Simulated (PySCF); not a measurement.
**Working out the excitation energy of Cl(2+)**

Cl(2+) [Ne] 3s2 3p3 (4S) → Cl(2+) [Ne] 3s1 3p4 (4P). Calculation: PySCF 2.14, in x2c-TZVPPall (5s5p3d1f, 42 functions); the spin-free X2C one-electron Hamiltonian (Gaussian nucleus). Frozen: [Ne]. Energies in hartree (1 hartree = 27.21139 eV):

```tsv
part	Cl(2+) (lower)	Cl(2+) (upper)
UHF	-459.626124	-459.147302
CCSD correlation	-0.116389	-0.139777
(T)	-0.003309	-0.007249
```

**Question.** What does Hartree-Fock give?

**Answer.** (-459.147302) − (-459.626124) = 0.478822 hartree = 13.029 eV.

**Question.** What do CCSD and CCSD(T) give?

**Answer.** The CCSD correlation energies differ by -0.023388 hartree = -0.636 eV and the triples by -0.003940 hartree = -0.107 eV, so CCSD gives 12.393 eV and CCSD(T) 12.286 eV.

The coupled-cluster amplitudes are large, so a single reference is strained.
